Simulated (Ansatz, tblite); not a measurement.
Cost and result up the ladder for Zr2S2⁺ (the lowest doublet isomer of a short search) (4 atoms). Total charge 1; doublet. Geometry: B3LYP-D4/def2-SVP.

| atom | x (Å) | y (Å) | z (Å) |
| --- | --- | --- | --- |
| Zr1 | 0.110 | 0.938 | 1.018 |
| Zr2 | -0.163 | -1.343 | -0.311 |
| S3 | 1.835 | -0.019 | -0.345 |
| S4 | -1.782 | 0.424 | -0.362 |

Ansatz on 4 threads of Arm Neoverse V2 on a shared host; xTB runs through tblite on one thread. Times are rough, summed over both states, and most runs start from the orbitals of an earlier one. RPA@PBE/def2-TZVP serves as the yardstick here, not as an exact answer. The other state is a quartet at its own geometry.

In the def2 sets Zr takes a core potential; there is no spin–orbit coupling. The xTB rows come from tblite. LC-ωPBE has ω = 0.4 bohr⁻¹. HSE06 is defined as in plane-wave codes, on full-range PBE exchange. Correlated methods freeze 10 core orbitals; core or outer-core shells of Zr are correlated, in sets that lack core-valence functions. The structure comes from a short search, and lower isomers may exist.

Run but left out: HF/STO-3G, HF/def2-TZVP, MP2/def2-TZVP, CCSD/def2-TZVP, CCSD(T)/def2-TZVP (doublet: ⟨S²⟩ 1.39 to 1.62, where a pure state has 0.75).

Correlated methods converge slowly with the basis.

xTB has no spin-polarisation term.

```
                          level  functions  wall time
                       GFN1-xTB         36    0.008 s
                       GFN2-xTB         36    0.008 s
          LDA (SPW92)/def2-TZVP        154      3.8 s
               PBE-D4/def2-TZVP        154      8.1 s
              BLYP-D4/def2-TZVP        154      9.7 s
              RPA@PBE/def2-TZVP        154       12 s
             HSE06-D4/def2-TZVP        154       13 s
PBE0-D4/def2-TZVP (with forces)        154       15 s
              LC-ωPBE/def2-TZVP        154       28 s
               B97M-V/def2-TZVP        154       30 s
            r2SCAN-D4/def2-TZVP        154       35 s
```

(1) Estimate what each level gives for the quartet − doublet (eV).

## Answers

(1) 
| level | quartet − doublet (eV) | difference from RPA@PBE/def2-TZVP (eV) | remarks |
| --- | --- | --- | --- |
| GFN1-xTB | -0.50 | -1.08 | – |
| GFN2-xTB | -0.71 | -1.29 | – |
| LDA (SPW92)/def2-TZVP | 0.86 | 0.28 | – |
| PBE-D4/def2-TZVP | 0.62 | 0.04 | – |
| BLYP-D4/def2-TZVP | 0.62 | 0.04 | – |
| RPA@PBE/def2-TZVP | 0.58 | 0.00 | – |
| HSE06-D4/def2-TZVP | 0.39 | -0.19 | – |
| PBE0-D4/def2-TZVP (with forces) | 0.37 | -0.21 | – |
| LC-ωPBE/def2-TZVP | -0.03 | -0.61 | spin-contaminated (⟨S²⟩ 0.89) (doublet) |
| B97M-V/def2-TZVP | 0.46 | -0.12 | – |
| r2SCAN-D4/def2-TZVP | 0.32 | -0.26 | – |
